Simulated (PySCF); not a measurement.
SnHF2Cl, SMILES [F][SnH]([F])[Cl].

The structure is a stationary point at r2SCAN-D4/def2-SVP. The def2 effective core potentials stand for the cores of Sn; spin–orbit coupling is left out.

All values below come from HF/def2-TZVPD (PySCF).

Symmetry labels are those of the subgroup Cs that the program uses (full group Cs).

**Question.** List the valence orbital energies around the gap with their symmetry. (An estimate is asked for; the answer gives what the named calculation found.)

**Answer.** 
| orbital | symmetry | energy (eV) |
|---|---|---|
| HOMO−7 | A' | -17.60 |
| HOMO−6 | A' | -17.47 |
| HOMO−5 | A" | -17.11 |
| HOMO−4 | A" | -16.81 |
| HOMO−3 | A' | -15.73 |
| HOMO−2 | A' | -14.22 |
| HOMO−1 | A" | -13.40 |
| HOMO | A' | -13.29 |
| LUMO | A' | 0.95 |
| LUMO+1 | A' | 1.45 |
| LUMO+2 | A" | 1.45 |
| LUMO+3 | A' | 1.66 |
